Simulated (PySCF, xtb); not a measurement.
CH3ClF2Si, SMILES C[Si](F)(F)Cl.

Geometry optimised at PBE0-D3(BJ)/def2-SVP.

Method: IEF-PCM-M06-2X/def2-SVP in PySCF 2.14.0.

The values are the electrostatic part of the solvation free energy, E(continuum) − E(gas) at the gas-phase geometry, in a cavity of scaled van der Waals radii (PySCF's table); cavitation and dispersion terms are not included. In vacuum the orbital gap is 12.90 eV. The dipole moment in vacuum is 2.46 D.

```json
[
 {"solvent": "water", "ε": "78.36", "ΔG(elec) (kcal/mol)": "-3.3", "dipole (D)": "2.93", "gap (eV)": "13.10"},
 {"solvent": "2-propanol", "ε": "19.26", "ΔG(elec) (kcal/mol)": "-3.1", "dipole (D)": "2.90", "gap (eV)": "13.09"},
 {"solvent": "ethanol", "ε": "24.85", "ΔG(elec) (kcal/mol)": "-3.2", "dipole (D)": "2.91", "gap (eV)": "13.09"}
]
```

For comparison, GFN2-xTB/ALPB(water) (xtb, at the GFN2-xTB geometry, all terms of that model) gives -1.0 kcal/mol.
